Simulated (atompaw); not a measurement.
Pseudopotential generation for Zr: PAW (atompaw), LDA (PW92), scalar-relativistic.

- Element: zirconium (Zr)
- Generator: atompaw 4.2.0.5
- Type: PAW
- Functional: LDA (PW92)
- Relativity: scalar-relativistic
- Frozen core: [Kr]
- Valence charge: 4
- Reference configuration: 4d2 5s1.5 5p0.5
- Partial waves: 5s (bound): rc 3.00 bohr; 5s channel at 4.2 Ry: rc 3.00 bohr; 5p (bound): rc 2.80 bohr; 5p channel at 0.55 Ry: rc 2.80 bohr; 4d (bound): rc 2.40 bohr; 4d channel at 0.5 Ry: rc 2.40 bohr
- Local potential: ultrasoft scheme with l = 3 at 0 Ry, radius 2.00 bohr
- Core correction: smooth core density matched at 2.55 bohr
- Augmentation charge: besselshape compensation charge, radius 2.85 bohr; PAW radius 3.00 bohr; waves and projectors: custom rrkj gramschmidtortho

Poles of the logarithmic derivatives, all-electron (AE) and pseudo (PS). s: poles at 1.6 (AE) and 1.6 (PS) Ry. p: poles at 2.6 (AE) and 2.6 (PS) Ry. d: poles at 0.1, 4.5 (AE) and 0.1, 4.5 (PS) Ry. Test radius 3.02 bohr.

- Cutoffs needed: 15 Ry and 18 Ry (the cutoffs (Ry, on a coarse ladder) from which the occupation-weighted sum of valence levels, in a spherical-Bessel basis at the reference potential, stays within 10 and 1 mRy of its value at 400 Ry)
- Ghost test: ghost states, extra bound levels that the all-electron valence spectrum of the same l lacks: s at -44.5 eV, p at -30.9 eV; a true bound ghost makes a file unfit for plane-wave use (spherical-Bessel basis up to 400 Ry, 20 bohr box)
- Lowest eigenvalue of the overlap operator: 0.40 (s channel)
- Overlap eigenvalues printed by atompaw (projector basis): 1.26, 2.91, 5, 12.8, 52.8, 1.9e+04
- Share of each valence orbital outside the PAW sphere: 5s 66 %, 5p 88 %, 4d 20 %
